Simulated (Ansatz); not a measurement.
The lowest singlet and triplet of C2H4 (SMILES C=C); geometries from B3LYP-D3(BJ)/def2-TZVP, each state relaxed from the structure named, with no frequency check.
Singlet (charge 0, multiplicity 1):
```csv
atom,x (Å),y (Å),z (Å)
C,-0.6620,-0.0050,-0.0185
C,0.6620,0.0050,0.0185
H,-1.2392,0.9118,-0.0078
H,-1.2238,-0.9303,-0.0610
H,1.2392,-0.9118,0.0078
H,1.2238,0.9303,0.0610
```
Triplet (charge 0, multiplicity 3):
```xyz
6

C     -0.721    -0.005    -0.020
C      0.721     0.005     0.020
H     -1.280     0.662    -0.670
H     -1.306    -0.681     0.597
H      1.317    -0.624    -0.635
H      1.270     0.643     0.707
```

```
level                                   gap E(singlet) − E(triplet), adiabatic (kcal/mol)  cost
--------------------------------------  -------------------------------------------------  ----
U-HF/cc-pVDZ                                                                       -43.09     -
R-HF/cc-pVTZ                                                                       -43.71     -
U-SVWN5/def2-TZVPP                                                                 -71.47    ×1
U-PBE/def2-TZVPP                                                                   -64.36    ×1
U-r2SCAN/def2-TZVPP                                                                -57.19    ×2
R-B3LYP/def2-TZVPP                                                                 -64.48    ×1
R-PBE0/def2-TZVPP                                                                  -61.45    ×2
U-BHLYP/def2-TZVPP                                                                 -60.66    ×2
R-wB97M-V/def2-TZVPP                                                               -67.49    ×3
R-B2PLYP/def2-TZVPP                                                                -66.23    ×2
U-B2PLYP/def2-TZVPP                                                                -66.23    ×2
U-CCSD/cc-pVDZ                                                                     -63.75     -
R-CCSD/cc-pVTZ                                                                     -65.15     -
U-CCSD/cc-pVTZ                                                                     -65.15     -
R-CCSD(T)/cc-pVDZ                                                                  -65.91    ×2
U-CCSD(T)/cc-pVTZ                                                                  -67.78   ×10
R-CCSDT/cc-pVDZ                                                                    -65.81     -
SA-CASSCF(2,2)/cc-pVDZ                                                             -62.11     -
SA-CASSCF(2,2)/cc-pVTZ                                                             -62.64     -
FIC-MRCISD+Q on SA-CASSCF(2,2)/cc-pVTZ                                             -66.99     -
```

The rows run from -71.47 (U-SVWN5/def2-TZVPP) to -43.09 kcal/mol (U-HF/cc-pVDZ). The 5 U-functionals in def2-TZVPP without D3 or D4 span 14.28, from U-SVWN5 to U-r2SCAN.

A positive gap puts the triplet lower; no zero-point energy. R- takes a restricted singlet. U- takes an unrestricted singlet (broken symmetry where lower, unprojected). The triplet is unrestricted in single-reference levels. Active spaces average the two states.

Frozen-core correlation.

Run with Ansatz (Gaussian basis) for Hartree–Fock, density functionals and correlated methods. 

Costs are rough ratios of core time to R-PBE/def2-TZVPP (about 1.5 s over the structures, on one shared machine); a dash marks a level with no comparable run of its own.

Ansatz is an electronic-structure program.
